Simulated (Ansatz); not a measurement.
`O[SiH2]SC[SiH3]` → `[CH2]` (triplet) + `O[SiH2]S[SiH3]`  (formal loss of a carbene)

Isolated molecules relaxed with PBE0-D4/def2-TZVP in Ansatz; ΔE leaves out vibrations. CBS: MP2 limit from def2 TZ/QZ plus the TZ coupled-cluster correction, frozen cores. This one scheme is used for every species. Functionals use def2-TZVPP. B3LYP here is the variant with VWN-RPA as its local correlation; programs differ in this. Triplets are unrestricted, without spin–orbit coupling. Each species was taken in one conformer, which may not be the lowest.

`O[SiH2]SC[SiH3]`:

Cartesian coordinates in Å:
```
O 1.156 0.746 2.995
Si 0.640 -0.061 1.662
S 0.916 1.185 -0.053
C -0.579 0.782 -1.022
Si -0.412 -0.915 -1.810
H 0.855 1.651 3.094
H 1.448 -1.299 1.647
H -0.814 -0.387 1.689
H -1.466 0.855 -0.390
H -0.655 1.559 -1.785
H -1.633 -1.262 -2.590
H 0.770 -0.931 -2.706
H -0.225 -1.922 -0.732
```

`[CH2]` (triplet):

```xyz
3

C     0.099   -0.254   -0.042
H     0.798    0.384    0.478
H    -0.897   -0.130   -0.436
```

`O[SiH2]S[SiH3]`:

Cartesian coordinates in Å:
```
O -1.681 0.087 1.016
Si -1.362 0.065 -0.595
S 0.492 1.002 -1.079
Si 1.756 -0.184 0.178
H -1.676 0.939 1.455
H -1.344 -1.370 -0.951
H -2.367 0.817 -1.387
H 3.126 -0.086 -0.383
H 1.759 0.326 1.572
H 1.296 -1.596 0.173
```

```csv
level,ΔE (kJ/mol)
ωB97M-V,352.3
B2PLYP,338.0
r2SCAN,321.8
PBE0,338.8
B3LYP,330.9
MP2/def2-TZVPP,348.6
CCSD/def2-TZVPP,325.6
HF/def2-QZVPP,193.8
```

(1) What does CCSD(T)/CBS give? (Estimate.)

Largest T1 diagnostic among the species: 0.012.

Results:

(1) The calculation gave: +349.7 kJ/mol. The listed levels differ from it by 2.6, -11.7, -27.9, -10.9, -18.8, -1.1, -24.1, -155.9 kJ/mol.

In def2-TZVPP, CCSD(T) changes the Hartree–Fock value by +144.8 kJ/mol (the triples alone add +12.6 kJ/mol) and MP2 by +155.2 kJ/mol. The D4 term adds +12.7 kJ/mol with B3LYP and +6.9 kJ/mol with PBE0; it sums over pairs of atoms, weighted by their polarisabilities, and B3LYP, whose exchange is more repulsive, gets the larger term. From PBE to PBE0 (25 % exact exchange), in def2-TZVPP and without D4, ΔE moves by −10.8 kJ/mol.
